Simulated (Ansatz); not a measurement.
Reaction (ligand exchange at a Ga–C bond): `N#[C][GaH2]` + H₂S → `[SH][GaH2]` + `C#N`

Program: Ansatz. Geometries: PBE0-D4/def2-TZVP. ΔE: electronic, gas phase. CBS: MP2 limit from def2 TZ/QZ plus the TZ coupled-cluster correction, frozen cores. This one scheme is used for every species. Functionals use def2-TZVPP. For Ga outer-core shells are correlated without core-valence functions, which leaves a few kJ/mol of doubt a bond. Scalar relativity is left out up to krypton.

```
     level  ΔE (kJ/mol)
r2SCANh-D4        -56.5
   ωB97M-V        -49.5
```

(1) What does CCSD(T)/CBS give? (An estimate is asked.)

Largest T1 diagnostic among the species: 0.014.

Answers

(1) Ansatz gave: -52.2 kJ/mol. The listed levels differ from it by -4.3, 2.7 kJ/mol.

Leaving LDA and LC-ωPBE aside and taking each functional with its dispersion term where it has one, the values, not all of them listed here, spread over 9.5 kJ/mol, from PBE-D4 to ωB97X-V. LDA lies −3.9 kJ/mol from PBE without D4. From BLYP to BHLYP (50 % exact exchange), in def2-TZVPP and without D4, ΔE moves by +3.3 kJ/mol.
